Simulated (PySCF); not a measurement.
C2H5AlClFO. Atoms are numbered in the order given.

```xyz
11

Al     0.4880    -0.0181     0.2880
F      1.5474    -0.9760    -0.5563
Cl     0.8141     0.2797     2.3218
O     -0.8265     0.7113    -0.4585
C     -1.4655     0.6707    -1.7141
C     -1.6922    -0.7534    -2.2007
H     -2.4313     1.1971    -1.6193
H     -0.8682     1.2318    -2.4572
H     -2.3071    -1.3143    -1.4780
H     -2.2132    -0.7610    -3.1714
H     -0.7326    -1.2823    -2.3251
```
Charge 0, spin multiplicity 1.

Coordinates come from a B3LYP-D3(BJ)/def2-SVP optimisation. Other conformers were not sampled.

Calculation: PBE/pcSseg-1 run with PySCF.

GIAO shieldings, no solvent; atoms listed in one row are averaged. δ = σ(ref) − σ: ¹⁹F against CFCl3 (σ = 133.6 ppm); ³⁵Cl against HCl (σ = 936.5 ppm); ¹⁷O against H2O (σ = 334.3 ppm); ¹³C against TMS (σ = 182.0 ppm); ¹H against TMS (σ = 31.49 ppm), references at their B3LYP-D3(BJ)/def2-TZVP geometries, non-relativistic (without spin–orbit terms, shifts of atoms bonded to Cl or Br come out too high).

Computed chemical shifts:
```json
[
 {"nucleus": "¹⁹F", "atoms": "F2", "count": "1", "δ (ppm)": "-186.1"},
 {"nucleus": "³⁵Cl", "atoms": "Cl3", "count": "1", "δ (ppm)": "-66.3"},
 {"nucleus": "¹⁷O", "atoms": "O4", "count": "1", "δ (ppm)": "77.0"},
 {"nucleus": "¹³C", "atoms": "C5", "count": "1", "δ (ppm)": "69.2"},
 {"nucleus": "¹³C", "atoms": "C6", "count": "1", "δ (ppm)": "26.1"},
 {"nucleus": "¹H", "atoms": "H8", "count": "1", "δ (ppm)": "4.54"},
 {"nucleus": "¹H", "atoms": "H7", "count": "1", "δ (ppm)": "4.31"},
 {"nucleus": "¹H", "atoms": "H9, H10, H11", "count": "3", "δ (ppm)": "1.59"}
]
```
